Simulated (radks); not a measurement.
Question: The mean radii <r> (bohr) of the occupied orbitals of an atom or ion are listed with their occupations. Calculated with a radial shooting solver on a logarithmic mesh with Libxc functionals: scalar-relativistic Kohn-Sham, SOGGA, spin-polarised, spherical densities, finite nucleus; Fermi nuclear charge, rms radius of each element as measured or else 0.836 A^(1/3) + 0.57 fm.

| orbital | occ. | <r> |
|---|---|---|
| 1s down | 1 | 0.03345 |
| 1s up | 1 | 0.03345 |
| 2s up | 1 | 0.1457 |
| 2s down | 1 | 0.1457 |
| 2p up | 3 | 0.1270 |
| 2p down | 3 | 0.1270 |
| 3s up | 1 | 0.4030 |
| 3s down | 1 | 0.4029 |
| 3p up | 3 | 0.4033 |
| 3p down | 3 | 0.4032 |
| 3d up | 5 | 0.3843 |
| 3d down | 5 | 0.3842 |
| 4s up | 1 | 1.021 |
| 4s down | 1 | 1.018 |
| 4p up | 3 | 1.131 |
| 4p down | 3 | 1.128 |
| 4d up | 5 | 1.626 |
| 4d down | 2 | 1.663 |

Name the element and its charge. Open shells, if any, are filled with parallel spins first.

Answer: Z = 44, ruthenium, charge +1: Ru+ in [Kr] 4d7. The 1s radius gives Z: for a bare nucleus <r> = (2 gamma + 1)/(2Z) with gamma = sqrt(1 - (Z/c)^2), 0.03289 bohr for Z = 44, and screening makes it slightly larger (0.03345 here). The occupations add up to 43, and the charge is Z minus that.
